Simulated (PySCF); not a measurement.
A GIAO shielding run with PySCF (density fitting, non-relativistic, gas phase) on SMILES C=CC[C@@H]1[SiH2]OC[C@H]1Cl, C$_{6}$H$_{11}$ClOSi:

```
{"job": {"kind": "nmr", "xc": "PBE", "basis": "pcSseg-1", "pop": false}, "charge": 0, "multiplicity": 1}
C     -2.511654     1.098174     0.689247
C     -1.647398     2.069081     0.990872
C     -0.556805     1.962896     2.009827
C      0.822193     2.023819     1.359730
Si     1.282121     0.637270     0.144398
O      2.917801     0.604531     0.561118
C      3.253803     1.597335     1.503234
C      1.998527     1.915979     2.319991
Cl     2.241924     3.398138     3.301608
H     -2.495225     0.136601     1.213248
H     -3.271761     1.229384    -0.085179
H     -1.697392     3.016309     0.437501
H     -0.639974     2.783098     2.745524
H     -0.663206     1.018295     2.570168
H      0.930701     2.974873     0.804818
H      0.638695    -0.674359     0.446396
H      1.086516     0.973262    -1.294157
H      3.603351     2.520923     1.004356
H      4.067453     1.234754     2.150301
H      1.816462     1.107487     3.046373
```

Hardware: 1 thread of an Arm Neoverse N1, shared host. The job also computes ring-centre shieldings.

Q: How large is the calculation?

A: 86 electrons, 222 basis functions and 1195 auxiliary functions.

Q: How long does it take?

A: 100 s of wall time, with 16 SCF cycles. Times on a shared host scatter by some tens of per cent.

Q: And these other runs on the same molecule and hardware: GIAO shielding at PBE0/pcSseg-1?

A: PBE0/pcSseg-1: 222 functions, 84 s.
